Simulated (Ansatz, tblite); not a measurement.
Cost and result up the ladder for Sn10H16, a cluster cut from cubic tin (26 atoms). Total charge 0; singlet. Geometry: PBE-D4/def2-SVP.

Cartesian coordinates in Å:
```
Sn 2.265 1.262 -1.098
Sn -2.337 1.241 -0.979
Sn 0.072 0.217 2.814
Sn -0.005 -2.724 -0.732
Sn 2.334 1.478 1.709
Sn -2.258 1.453 1.827
Sn -0.069 2.500 -2.072
Sn 2.260 -1.459 -1.825
Sn -2.332 -1.477 -1.711
Sn 0.065 -2.499 2.074
H 3.666 2.040 -1.777
H -3.781 2.005 -1.588
H 0.117 0.354 4.551
H -0.008 -4.406 -1.182
H 2.365 3.151 2.176
H 3.783 0.743 2.324
H -2.275 3.127 2.292
H -3.668 0.712 2.520
H -0.063 4.185 -1.650
H -0.114 2.402 -3.806
H 2.242 -1.607 -3.556
H 3.710 -2.228 -1.254
H -2.394 -1.619 -3.443
H -3.743 -2.271 -1.080
H 1.483 -3.284 2.699
H -1.316 -3.294 2.766
```

Ansatz on 2 threads of AMD EPYC 7R13 on a shared host and a share (18 GiB) of an NVIDIA H100 80GB HBM3; xTB runs through tblite on one thread. Times are rough, summed over both states, and most runs start from the orbitals of an earlier one. PBE0-D4/def2-TZVP serves as the yardstick here, not as an exact answer. The other state is a doublet.

In the def2 sets Sn takes a core potential; there is no spin–orbit coupling. The xTB rows come from tblite. LC-ωPBE has ω = 0.4 bohr⁻¹. Single mean-field runs in def2-TZVP are fitted with def2-universal-jkfit.

Run but left out: PBE-D4/def2-TZVP (charge +1 doublet: an occupied level 0.03 eV above an empty one).

Raw xTB energies of ions are shifted by several eV.

```csv
level,functions,wall time,vertical IE (eV),difference from PBE0-D4/def2-TZVP (eV)
GFN1-xTB,122,0.1 s,12.23,4.05
GFN2-xTB,106,0.14 s,12.42,4.25
LC-ωPBE/def2-TZVP (with forces),596,45 s,8.50,0.33
PBE0-D4/def2-TZVP,596,53 s,8.18,0.00
```
